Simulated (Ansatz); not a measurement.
Consider the ligand exchange at the Si–O bond: `O[Si]1(O[SiH3])CO1` + `O[SiH2]F` → `F[SiH2]O[SiH3]` + `O[Si]1(O)CO1`.

Gas-phase electronic energies from Ansatz, PBE0-D4/def2-TZVP geometries. CCSD(T)/CBS adds triple-zeta CCSD(T) − MP2 to the extrapolated MP2 energy (def2 sets, frozen cores). Functionals use def2-TZVPP. B3LYP here is the variant with VWN-RPA as its local correlation; programs differ in this. Each species was taken in one conformer, which may not be the lowest.

```tsv
species	B3LYP energy (Eh)
`O[Si]1(O[SiH3])CO1`	-846.68491
`O[SiH2]F`	-466.59138
`F[SiH2]O[SiH3]`	-757.35658
`O[Si]1(O)CO1`	-555.92019
```

Task: Work out ΔE.

Result: ΔE = (-757.35658) + (-555.92019) − (-846.68491) − (-466.59138) = -0.00048 Eh = -0.01 eV. CCSD(T)/CBS gives 0.00 eV.

Largest T1 diagnostic among the species: 0.012.
